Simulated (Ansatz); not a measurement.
H$_{7}$NOSi$_{2}$, SMILES `O[SiH2]N[SiH3]`. Charge 0, multiplicity 1.

Cartesian coordinates in Å:
```
O -0.9328 -1.7122 -1.1654
Si -0.9719 -0.0779 -0.9790
N 0.4153 0.5822 -0.2054
Si 0.8828 0.4041 1.4494
H -0.2143 -2.0868 -1.6769
H -2.1794 0.1376 -0.1536
H -1.0577 0.6070 -2.2969
H 1.0404 1.1046 -0.8019
H 2.0961 -0.4439 1.6118
H -0.2562 -0.2399 2.1501
H 1.1777 1.7250 2.0676
```

(1) Give the diagnostics of a CCSD(T)/def2-TZVPP run (frozen core, Ansatz 0.2.0). (An estimate is asked.)

Results:

(1) Computed: T1 = 0.0111, largest single amplitude 0.013, largest double 0.013, (T) share of the correlation energy 3.3 %, 9 CCSD cycles. The RHF solution is stable towards an unrestricted one. T1 lies under the customary mark of 0.02 for closed shells.
